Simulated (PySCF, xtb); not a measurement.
C2H5ClSi, SMILES [SiH3]/C=C\Cl.

GFN2-xTB (xtb) at its own geometry gives an orbital gap of 4.18 eV and a dipole moment of 1.39 D.

The structure is a stationary point at ωB97X-D3(BJ)/def2-SVP. The structure was generated by enumeration; whether it is a known compound was not checked.

### Question
What does PySCF with CAM-B3LYP/def2-TZVP give? (The exact figures need the calculation; the answer reports its results.)

### Answer
gap 9.18 eV (levels -8.97 and 0.21 eV), dipole 1.44 D.
